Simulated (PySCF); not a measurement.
NMR data simulated for an unnamed compound:

¹H NMR (500 MHz, computed): δ 6.52 (ddt, J = 19.4, 12.6, 1.0 Hz, 1H), 5.87 (qd, J = 2.9, 1.6 Hz, 1H), 5.41 (qd, J = 2.8, 1.0 Hz, 1H), 5.19 (dt, J = 12.6, 1.3 Hz, 1H), 5.09 (d, J = 19.4 Hz, 1H), 3.83 (td, J = 2.9, 1.0 Hz, 2H), 3.42 (s, 3H).

¹³C{¹H} NMR (computed): δ 148.7 (C), 145.7 (CH), 124.9 (CH2), 116.9 (CH2), 72.2 (CH2), 59.0 (CH3).

Computed data (PySCF 2.14.0 with density-fitted response routines): B3LYP/pcJ-1 coupling constants (without the spin–dipole term), geometry: PBE0-D3(BJ)/def2-SVP, σ from GIAO-PBE0/pcSseg-1. In vacuum, a single conformation, fast rotation and ring inversion assumed for equivalent nuclei, relativity neglected.

Referencing at the same level of theory: ¹H (σref 31.27) and ¹³C (σref 184.41) against TMS.

Question: Which of these does the molecule contain: a vinyl group CH=CH2, a C≡C triple bond, a Si–H bond, a methoxy group, a non-aromatic C=C double bond, a Si–CH3 group?

Answer: 
- A vinyl group CH=CH2: yes (δC 116.9, 145.7; δH 5.19 (dt), 5.09 (d), 6.52 (ddt)).
- A C≡C triple bond: no.
- A Si–H bond: no.
- A methoxy group: yes (δC 59.0; δH 3.42 (s)).
- A non-aromatic C=C double bond: yes.
- A Si–CH3 group: no.

The data belong to `C=CC(=C)COC`, C6H10O; they needn't prove each group on their own.

Carbon signals by region: 4 in the sp2 and nitrile region (100–160 ppm), 2 at 50–100 ppm.

Splittings below 1 Hz are ignored in the labels, and close J values are merged. Unscaled 3J(H,H) at this level run about 10 % above measured values. Shifts are as computed. Against solution values, carbons near 30 ppm lie about +2 ppm off and those near 130 ppm about +5 ppm. Of 1211 compounds with measured shifts, 218 miss one by over three times the rms of a fit or turn the order of signals round; such compounds aren't used in these exercises.
